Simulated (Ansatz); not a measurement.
AsH3 (SMILES [AsH3]), charge 0, multiplicity 1, relaxed at each level with Ansatz (a first-principles code); harmonic frequencies from differences of analytic forces, average atomic masses, frozen cores.

```
level               As1–H2 (Å)  As1–H3 (Å)  As1–H4 (Å)  H2–As1–H3 (°)  H2–As1–H4 (°)  H3–As1–H4 (°)  dipole (D)
------------------  ----------  ----------  ----------  -------------  -------------  -------------  ----------
HF/def2-TZVPP           1.5101      1.5101      1.5101           94.4           94.4           94.4        0.42
PBE/def2-TZVPP          1.5352      1.5352      1.5352           91.1           91.1           91.1        0.24
r2SCAN/def2-TZVPP       1.5197      1.5197      1.5197           91.6           91.6           91.6        0.37
B3LYP/def2-TZVPP        1.5244      1.5244      1.5244           92.1           92.1           92.1        0.23
PBE0/def2-TZVPP         1.5213      1.5213      1.5213           92.0           92.0           92.0        0.34
wB97X-V/def2-TZVPP      1.5156      1.5156      1.5156           92.7           92.7           92.7        0.38
MP2/cc-pVTZ             1.5147      1.5147      1.5147           92.8           92.8           92.8        0.39
CCSD(T)/cc-pVDZ         1.5287      1.5287      1.5287           92.5           92.5           92.5        0.36
CCSD(T)/cc-pVTZ         1.5242      1.5242      1.5242           92.6           92.6           92.6        0.36
```

Measured: equilibrium bond lengths AsH 1.511 Å [NIST CCCBDB]; equilibrium angles HAsH 92.083 ° [NIST CCCBDB].
